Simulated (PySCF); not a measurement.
BrFGaHO, SMILES [OH][Ga]([F])[Br]. Geometry: PBE0-D3(BJ)/def2-SVP. The structure was generated by enumeration; whether it is a known compound was not checked. Other conformers were not sampled.

Q: Give the equilibrium geometry at PBE0-D3(BJ)/def2-SVP (PySCF confirms it by a frequency run) as a Z-matrix, and its point group. (An estimate is asked for; the answer gives what the named calculation found.)

A: This is not unique; one that fits is point group Cs.
```
Ga
F 1 1.7455
O 1 1.7635 2 118.16
H 3 0.9645 1 112.96 2 0.00
Br 1 2.2481 2 119.63 3 180.00
```
